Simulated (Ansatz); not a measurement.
```xyz
6

C    -0.0097    0.0227   -0.7581
C     0.0072   -0.0235    0.7665
O     0.0038    1.0573   -1.3634
O     0.0017   -1.0642    1.3672
H     0.0028   -0.9767   -1.2434
H    -0.0011    0.9897    1.2497
```

Basis set: 6-31G* (spherical functions). Frozen core: 4 orbitals. Charge 0, multiplicity 1.

Computed with Ansatz (development build ahead of 0.2.0); each method stands on the lowest determinant of its kind that the runs found. Restricted open shells among the atoms or ions are ROHF, correlated in semicanonical orbitals with singles.

Give the atomization energy at this shape (free ground-state atoms in the same class of orbitals less the molecule, no zero-point energy) of singlet C₂H₂O₂ by RHF-MP2, RHF.

| method | atomization energy |
| --- | --- |
| RHF-MP2 | 26.21 eV |
| RHF | 18.56 eV |
